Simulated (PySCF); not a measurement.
C₁₁H₉N, SMILES c1ccc(-c2cccnc2)cc1.

Coordinates come from a PBE0-D3(BJ)/def2-SVP optimisation. One conformer was computed; it need not be the lowest.

Vertical ionisation energy (IE) and electron affinity (EA) in eV. Rows of orbital energies are one-electron estimates. Where ΔSCF, EOM or ADC give a negative EA the extra electron is unbound and the value depends on the basis.

```json
[
 {"level": "−ε(HOMO), −ε(LUMO), ωB97X/def2-SVP (PySCF)", "IE": "8.88", "EA": "-0.87"},
 {"level": "−ε(HOMO), −ε(LUMO), PBE/def2-SVP (PySCF)", "IE": "5.59", "EA": "1.96"}
]
```
